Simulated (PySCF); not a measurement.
# A search over the determinants of CsF

Unrestricted PBE0; Cs def2-SVP with ECP46, F def2-SVP; scalar-relativistic core potentials (PySCF 2.14). Outer shells of the fragments: Cs 6s1; F 2s2 2p5.

Followed along the bond (rough minima from three points):

| 2Ms+1 | unpaired | ⟨S²⟩ at the start | R at minimum (Å) | Te (eV) |
| --- | --- | --- | --- | --- |
| 1 | none | 0.00 | 2.40 | 0.00 |
| 3 | σ ↑, π ↑ | 2.00 | none in the scan | ≤ 4.58 |

Solutions found at the starting distance of 2.820 Å, counted from the lowest of them; the search is not exhaustive and high or unbound solutions are not listed, so other states can lie among these:

```json
{"2Ms+1": "1", "unpaired": "none", "term": "¹Σ⁺", "E (eV)": "0.00", "⟨S²⟩": "0.00", "⟨Lz²⟩": "0.00", "μ (D)": "-9.98"}
{"2Ms+1": "3", "unpaired": "σ ↑, π ↑", "term": "³Π", "E (eV)": "4.19", "⟨S²⟩": "2.00", "⟨Lz²⟩": "1.00", "μ (D)": "1.16"}
{"2Ms+1": "1", "unpaired": "σ ↑, π ↓", "term": "mixed", "E (eV)": "4.21", "⟨S²⟩": "1.00", "⟨Lz²⟩": "1.00", "μ (D)": "1.32"}
{"2Ms+1": "3", "unpaired": "σ ↑↑", "term": "³Σ⁺", "E (eV)": "4.23", "⟨S²⟩": "2.00", "⟨Lz²⟩": "0.00", "μ (D)": "1.35"}
{"2Ms+1": "3", "unpaired": "π ↑↑", "term": "mixed", "E (eV)": "5.35", "⟨S²⟩": "2.00", "⟨Lz²⟩": "2.00", "μ (D)": "0.08"}
{"2Ms+1": "3", "unpaired": "π ↑↑", "term": "mixed", "E (eV)": "5.38", "⟨S²⟩": "2.00", "⟨Lz²⟩": "2.00", "μ (D)": "0.84"}
{"2Ms+1": "3", "unpaired": "σ ↑, π ↑", "term": "³Π", "E (eV)": "5.44", "⟨S²⟩": "2.00", "⟨Lz²⟩": "1.00", "μ (D)": "1.21"}
{"2Ms+1": "3", "unpaired": "π ↑, δ ↑", "term": "mixed", "E (eV)": "5.92", "⟨S²⟩": "2.00", "⟨Lz²⟩": "5.00", "μ (D)": "0.40"}
```

A term symbol is given only where ⟨S²⟩ and ⟨Lz²⟩ are close to those of a pure state; real π, δ and φ orbitals otherwise mix terms. A positive dipole means Cs(−)F(+).

The measured ground state is X ¹Σ+ (Huber and Herzberg, Constants of Diatomic Molecules (1979)).

Spin–orbit coupling is left out. Counting both spins, an empty level lies below a filled one in some of these solutions, because spin and occupation are held.
